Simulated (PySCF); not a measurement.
Atoms are numbered as in `[SiH3:1][NH:2][c:3]1[cH:4][o:5][c:6]([SiH3:7])[cH:8]1`; H(Xn) means a hydrogen on atom n.

Isolated molecule, one conformer, non-relativistic, rapidly exchanging positions averaged. σ from GIAO-PBE0/pcSseg-1; GFN2-xTB geometry; PySCF 2.14.

Referencing at the same level of theory: ¹³C (σref 186.93) and ¹H (σref 31.72) and ²⁹Si (σref 349.16) vs TMS; ¹⁵N (σref 267.73) against NH3; H2O for ¹⁷O (σref 336.08).

```
 atoms  nucleus  count  Hirshfeld charge  δ (ppm)
    N2      ¹⁵N      1             -0.22     35.9
 H(C8)       ¹H      1              0.05     6.78
    C4      ¹³C      1             -0.03    137.0
   Si1     ²⁹Si      1              0.36    -63.3
 H(N2)       ¹H      1              0.13     2.52
H(Si1)       ¹H      3             -0.08     4.85
 H(C4)       ¹H      1              0.05     7.52
    C3      ¹³C      1              0.01        ?
    C8      ¹³C      1             -0.10    119.9
    C6      ¹³C      1             -0.05        ?
    O5      ¹⁷O      1             -0.07        ?
   Si7     ²⁹Si      1              0.31        ?
H(Si7)       ¹H      3             -0.07     4.43
```

**Question.** Fill in the missing shifts.

**Answer.** 
- C6: 153.2 ppm, substituted aromatic carbon next to the ring oxygen
- C3: 141.7 ppm, aromatic carbon bearing nitrogen; the electronegative substituent deshields the carbon that carries it
- Si7: -87.0 ppm, silicon bonded to C, 3 H
- O5: 300.9 ppm, aromatic ring oxygen

OH and NH positions are those of a molecule without intermolecular hydrogen bonds; in solution they move with solvent, concentration and temperature, and exchange usually removes their couplings. Shifts are as computed. Against solution values, carbons near 30 ppm lie about +3 ppm off and those near 130 ppm about +5 ppm. Of 1211 compounds with measured shifts, 218 miss one by over three times the rms of a fit or turn the order of signals round; such compounds aren't used in these exercises. Unscaled 17O shifts of doubly bonded oxygen tend to come out too high, by tens of ppm or more. Experimental scales use liquid or dissolved standards, which lie at an offset from isolated NH3 (liquid NH3: subtract about 20 ppm) and H2O (liquid H2O: subtract about 36 ppm).
